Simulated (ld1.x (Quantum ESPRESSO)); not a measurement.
**Building the PAW potential for arsenic (BP86, non-relativistic).**

```json
{
  "Element": "arsenic (As)",
  "Generator": "ld1.x (Quantum ESPRESSO) 7.5",
  "Type": "PAW",
  "Functional": "BP86",
  "Relativity": "non-relativistic",
  "Frozen core": "[Ar] 3d10",
  "Valence charge": "5",
  "Reference configuration": "4s2 4p3",
  "Partial waves": "4s (bound): rcut 1.35, rcutus 1.60 bohr; 4s channel at -0.6 Ry: rcut 1.35, rcutus 1.60 bohr; 4p (bound): rcut 1.70, rcutus 2.30 bohr; 4p channel at 1.6 Ry: rcut 1.70, rcutus 2.30 bohr",
  "Local potential": "all-electron potential smoothed inside 1.60 bohr (lloc = -1)",
  "Core correction": "Bessel-smoothed model core, default radius (core density twice the valence density)",
  "Augmentation charge": "PSQ, inside the norm-conserving radii"
}
```

All-electron outer shells of the reference configuration (BP86, non-relativistic, ld1.x):

```csv
shell,level (eV),outermost node (bohr),outermost maximum (bohr)
3d,-41.85,–,0.47
4s,-14.19,0.75,1.63
4p,-5.35,0.78,2.00
```

Results:

| Quantity | Value |
| --- | --- |
| Cutoffs needed | 12 Ry and 18 Ry (the cutoffs (Ry, on a coarse ladder) from which the occupation-weighted sum of valence levels, in a spherical-Bessel basis at the reference potential, stays within 10 and 1 mRy of its value at 400 Ry) |
| Ghost test | no extra level below or beside the all-electron valence levels (s, p, d, f tested) (spherical-Bessel basis up to 400 Ry, 20 bohr box) |
| Largest excitation error | -479 meV (all-electron minus pseudo) for 4s1 4p0, out of 7 test configurations |
| Lowest eigenvalue of the overlap operator | 0.43 (s channel) |
| Density cutoff estimated by the generator | 108 Ry |

Generation and tests took about 0.92 s on one core of a shared server CPU.
